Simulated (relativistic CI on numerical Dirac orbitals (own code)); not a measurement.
**d6 in a ligand field**

Computed with a parametric ligand-field model of a d^n configuration (Racah B and C, spin-orbit zeta, crystal field), exact diagonalisation.

Field parameters in Wybourne normalisation: Oh B⁴₀ = 21Dq, B⁴₄ = √(5/14) B⁴₀. The field is a parameter set, without covalency.

Problem. Ground term and bands for B = 750, C = 3030, ζ = 0 cm⁻¹, Oh, 10Dq = 26250 cm⁻¹?

Solution. Ground term 1A1 with 0.03 electrons in the two orbitals of the cubic e set. Spin-allowed: 1T1 24228 cm⁻¹ (413 nm), 1T2 34271 cm⁻¹ (292 nm), 1T2 49852 cm⁻¹ (201 nm), 1E 50085 cm⁻¹ (200 nm). Lowest spin-forbidden: 3T1 17715 cm⁻¹ (564 nm), 3T2 22688 cm⁻¹ (441 nm), 5T2 26039 cm⁻¹ (384 nm).

Problem. Ground term and bands for B = 750, C = 3030, ζ = 0 cm⁻¹, Oh, 10Dq = 9750 cm⁻¹?

Solution. Ground term 5T2 with 2.00 electrons in the two orbitals of the cubic e set. Spin-allowed: 5E 9750 cm⁻¹ (1026 nm). Lowest spin-forbidden: 1A1 5997 cm⁻¹ (1668 nm), 3T1 7503 cm⁻¹ (1333 nm), 3T2 10968 cm⁻¹ (912 nm).

Problem. Ground term and bands for B = 750, C = 3030, ζ = 0 cm⁻¹, Oh, 10Dq = 30750 cm⁻¹?

Solution. Ground term 1A1 with 0.03 electrons in the two orbitals of the cubic e set. Spin-allowed: 1T1 28642 cm⁻¹ (349 nm), 1T2 38985 cm⁻¹ (257 nm), 1T2 58642 cm⁻¹ (171 nm), 1E 58950 cm⁻¹ (170 nm). Lowest spin-forbidden: 3T1 22170 cm⁻¹ (451 nm), 3T2 27302 cm⁻¹ (366 nm), 5T2 34897 cm⁻¹ (287 nm).

Problem. Ground term and bands for B = 750, C = 3030, ζ = 0 cm⁻¹, Oh, 10Dq = 17250 cm⁻¹?

Solution. Ground term 1A1 with 0.06 electrons in the two orbitals of the cubic e set. Spin-allowed: 1T1 15463 cm⁻¹ (647 nm), 1T2 24414 cm⁻¹ (410 nm), 1E 32463 cm⁻¹ (308 nm), 1T2 32555 cm⁻¹ (307 nm). Lowest spin-forbidden: 5T2 8440 cm⁻¹ (1185 nm), 3T1 8838 cm⁻¹ (1131 nm), 3T2 13276 cm⁻¹ (753 nm).

Problem. Ground term and bands for B = 750, C = 3030, ζ = 0 cm⁻¹, Oh, 10Dq = 3750 cm⁻¹?

Solution. Ground term 5T2 with 2.00 electrons in the two orbitals of the cubic e set. Spin-allowed: 5E 3750 cm⁻¹ (2667 nm). Lowest spin-forbidden: 3T1 12877 cm⁻¹ (777 nm), 3T2 14518 cm⁻¹ (689 nm), 3T1 15880 cm⁻¹ (630 nm).
